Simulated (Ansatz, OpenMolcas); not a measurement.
## A ladder of methods for CH5BN2 (SMILES NC1BN1)

CH5BN2 has 9 atoms, charge 0, and is taken as a singlet. SMILES: `NC1BN1`. Geometry: relaxed at PBE0-D4/def2-TZVP. This is one conformer, not always the lowest.

Quantity: the vertical energy of the triplet above the singlet, in eV. The values are calculated.

```tsv
level	kind	program	value (eV)	less CCSD(T)/cc-pVDZ	CPU time (all runs)
r2SCAN/cc-pVDZ	meta-GGA	OpenMolcas	5.23	-0.64	3.5 min
PBE0/cc-pVDZ	global hybrid	OpenMolcas	5.41	-0.46	2.5 min
B2PLYP/cc-pVDZ	double hybrid	Ansatz	5.76	-0.11	24 s
RPA@PBE/cc-pVDZ	RPA	Ansatz	5.50	-0.37	39 s
RPA@PBE0/cc-pVDZ	RPA	Ansatz	5.70	-0.17	34 s
MP2/cc-pVDZ	perturbation theory	Ansatz	6.11	+0.24	11 s
CCSD(T)/cc-pVDZ, open shells restricted	coupled cluster or CI	OpenMolcas	5.87	0.00	3 min
CCSD(T)/cc-pVDZ	coupled cluster or CI	Ansatz	5.81	-0.06	80 s
```

Differences are taken from CCSD(T)/cc-pVDZ, open shells restricted for orientation; it has basis-set and higher-order errors of its own. The values span 5.23 to 6.11 eV. A triplet this far above the singlet is often a Rydberg-like or dissociative state; sets without diffuse functions put Rydberg states too high. CPU times are rough (shared hosts, several kinds of processor and program).
